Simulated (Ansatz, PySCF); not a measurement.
Dimer: dimethyl selenide (SMILES C[Se]C) (first 9 atoms) with H2O (SMILES O); geometry from B3LYP-D3(BJ)/def2-TZVP.
(charge 0, multiplicity 1):
```json
[
 {"atom": "C", "x (Å)": "-0.8942", "y (Å)": "1.6941", "z (Å)": "-0.2074"},
 {"atom": "Se", "x (Å)": "0.5986", "y (Å)": "0.4493", "z (Å)": "0.0682"},
 {"atom": "C", "x (Å)": "-0.4315", "y (Å)": "-1.2035", "z (Å)": "-0.1786"},
 {"atom": "H", "x (Å)": "-1.6610", "y (Å)": "1.5131", "z (Å)": "0.5417"},
 {"atom": "H", "x (Å)": "-0.4939", "y (Å)": "2.6989", "z (Å)": "-0.0909"},
 {"atom": "H", "x (Å)": "-1.2924", "y (Å)": "1.5729", "z (Å)": "-1.2121"},
 {"atom": "H", "x (Å)": "-1.2179", "y (Å)": "-1.2564", "z (Å)": "0.5702"},
 {"atom": "H", "x (Å)": "0.2617", "y (Å)": "-2.0312", "z (Å)": "-0.0455"},
 {"atom": "H", "x (Å)": "-0.8459", "y (Å)": "-1.2310", "z (Å)": "-1.1837"},
 {"atom": "O", "x (Å)": "-1.1866", "y (Å)": "0.1932", "z (Å)": "2.9114"},
 {"atom": "H", "x (Å)": "-0.8796", "y (Å)": "0.2379", "z (Å)": "3.8221"},
 {"atom": "H", "x (Å)": "-0.3931", "y (Å)": "0.3146", "z (Å)": "2.3628"}
]
```

Interaction energies are E(AB) − E(A) − E(B) at the monomers' geometry in the complex; basis-set methods are counterpoise corrected. Rows marked so take none.

Rows in 6-31G*, STO-3G carry no dispersion term and start afresh at each structure (6-31G* with six Cartesian d functions); the Pople sets are all-electron and without relativity.

Codes used: Ansatz (Gaussian basis) for Hartree–Fock, density functionals and correlated methods; PySCF for 6-31G* rows, STO-3G rows. Each number belongs to the level named beside it.

Task: One of these levels gives -3.58 kcal/mol for the interaction energy. Which one is it?
A) SVWN5/def2-TZVPPD
B) B3LYP/6-31G*
C) PBE/def2-TZVPPD
D) HF/STO-3G (no counterpoise)

Result: B, B3LYP/6-31G*. The others give -1.91 (HF/STO-3G (no counterpoise)), -8.56 (SVWN5/def2-TZVPPD), -4.79 (PBE/def2-TZVPPD)

Ansatz is a program for electronic structure.
